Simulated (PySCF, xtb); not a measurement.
GeOF, SMILES [O]=[Ge][F], multiplicity 2.

Harmonic wavenumbers (cm⁻¹) from GFN2-xTB in xtb at its own minimum, in rising order: 182, 361, 815.

Task: What does B3LYP-D3(BJ)/def2-TZVP (PySCF 2.14.0) give at its own minimum? (Estimate from the structure and the level; the computed values follow.)

Result: 176, 648, 728. Paired by order, the mean absolute difference is 127 cm⁻¹ and the zero-point energies are 1.9 and 2.2 kcal/mol.
